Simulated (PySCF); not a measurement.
Species: C6H11O (doublet state).
Atom-mapped SMILES: `[CH2:1]=[CH:2][CH2:3][C@@H:4]([OH:5])[CH:6][CH3:7]` (hydrogens: H8, H9 on C1; H10 on C2; H11, H12 on C3; H13 on C4; H14 on O5; H15 on C6; H16, H17, H18 on C7)

Cartesian coordinates in Å at the GFN2-xTB level; atoms count from 1:
```
atom  x, y, z in Å
C1     2.9094   -0.6034    0.0275
C2     1.7685   -0.7027   -0.6367
C3     0.6685    0.2982   -0.5653
C4    -0.4215   -0.1900    0.4566
O5     0.1236   -0.2319    1.7543
C6    -1.5894    0.7059    0.4482
C7    -2.7061    0.5439   -0.5038
H8     3.6631   -1.3716   -0.0149
H9     3.1476    0.2662    0.6193
H10    1.5572   -1.5884   -1.2227
H11    0.1919    0.4253   -1.5371
H12    1.0381    1.2628   -0.2159
H13   -0.7218   -1.2067    0.1388
H14    1.0142   -0.6028    1.6985
H15   -1.6155    1.4935    1.1785
H16   -3.5999    0.1579    0.0001
H17   -2.4475   -0.1520   -1.2998
H18   -2.9893    1.5021   -0.9439
```

The hyperfine couplings belong to this conformer and change with its torsions.

Method: PySCF, UKS B3LYP, pcH-1 on C H O, non-relativistic, mean-field spin-orbit, GIAO. One conformer (not necessarily the lowest) at the GFN2-xTB geometry, without solvent, vibrations or thermal averaging. The geometry wasn't refined by DFT: couplings that depend on bond lengths, twists or pyramidal angles can differ widely from those at the functional's own minimum. No stability test was run, so a lower SCF solution isn't excluded.

The largest Mulliken spin populations are on C6 (+1.03), C7 (-0.08) and C4 (-0.08). C6 is the only atom above +0.15. The angles at C6 add up to 360.0°, so it is planar; its axial dipolar tensor and the negative coupling of its proton fit spin in a p orbital normal to that plane.

(1) McConnell's relation a(H) = Q·ρ ties the coupling of a proton on a planar π carbon to the spin population of that carbon. What Q do the computed values give?

(2) List the C–H protons on four-coordinate carbons next to a three-coordinate spin centre, with their couplings and θ (C–H bond against the normal to the plane of the centre's neighbours, projected along the bond that joins the two).

(3) What would the freely rotating methyl group on C7 show?

Results:

(1) 
| H | C | ρ(C) | a(H) (G) | a/ρ (G) |
| --- | --- | --- | --- | --- |
| H15 | C6 | +1.026 | -22.67 | -22.1 |

One proton gives one ratio, Q = -22.1 G, and no test of linearity. In McConnell's picture π spin on carbon polarises the C–H bond and leaves opposite spin at the proton, which makes Q negative, as found here.

(2) 
```csv
β H,on,centre,θ (°),cos²θ,a (G)
H13,C4,C6,58,0.28,+20.04
H16,C7,C6,18,0.91,+50.47
H17,C7,C6,78,0.04,+4.30
H18,C7,C6,44,0.52,+26.80
```

Fitting the Heller–McConnell form a = ρ(B0 + B2 cos²θ), with Mulliken ρ = 1.03, gives B0 = 2.7 G and B2 = 50.5 G, with a largest miss of 2.9 G. By this fit the coupling would be 54.5 G at θ = 0° and 2.8 G at 90°.

(3) Three equal couplings, a 1:3:3:1 quartet. The mean of the three values of this geometry estimates the splitting: 27.2 G, or 76.2 MHz (three bonds 120° apart have a mean cos²θ of 1/2 at any torsion).

Couplings in gauss use g_iso = 2.0026.

On an Arm Neoverse V1 with one thread, no GPU, shared host with 64 logical CPUs at a one-minute load of 32, this took 75 s of wall time (grids of density and orbitals included) and 1.1 GiB of memory at its peak.
